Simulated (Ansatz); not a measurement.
One change: `CO[SiH](F)O[SiH2]Cl` becomes `CO[SiH](F)S[SiH2]Cl`.

Ansatz, PBE0-D4/def2-TZVP geometries, multiplicity 1. Each molecule was computed in one conformer, which needn't be the lowest.

```json
{"property": "LUMO energy (PBE/def2-TZVPP) / eV", "`CO[SiH](F)O[SiH2]Cl`": "-0.56"}
{"property": "HOMO energy (B3LYP/def2-TZVPP) / eV", "`CO[SiH](F)O[SiH2]Cl`": "-8.57"}
{"property": "HOMO–LUMO gap (PBE/def2-TZVPP) / eV", "`CO[SiH](F)O[SiH2]Cl`": "6.66"}
{"property": "HOMO–LUMO gap (PBE0/def2-TZVPP) / eV", "`CO[SiH](F)O[SiH2]Cl`": "9.13"}
{"property": "HOMO–LUMO gap (B3LYP/def2-TZVPP) / eV", "`CO[SiH](F)O[SiH2]Cl`": "8.68"}
{"property": "HOMO energy (PBE0/def2-TZVPP) / eV", "`CO[SiH](F)O[SiH2]Cl`": "-8.81"}
```

(1) What does the change do to each property? (Estimate.)

Results:

(1) Ansatz gave: 
```csv
property,`CO[SiH](F)S[SiH2]Cl`,shift
LUMO energy (PBE/def2-TZVPP) / eV,-1.03,-0.47
HOMO energy (B3LYP/def2-TZVPP) / eV,-7.79,0.78
HOMO–LUMO gap (PBE/def2-TZVPP) / eV,5.78,-0.88
HOMO–LUMO gap (PBE0/def2-TZVPP) / eV,7.92,-1.21
HOMO–LUMO gap (B3LYP/def2-TZVPP) / eV,7.46,-1.22
HOMO energy (PBE0/def2-TZVPP) / eV,-8.07,0.74
```

With PBE0 the HOMO rises by 0.74 eV and the LUMO falls by 0.47 eV, so the gap narrows by about 1.21 eV. PBE moves the HOMO by 0.41 eV and ωB97M-V by 0.95 eV.

B3LYP here is the variant with VWN-RPA as its local correlation; programs differ in this.
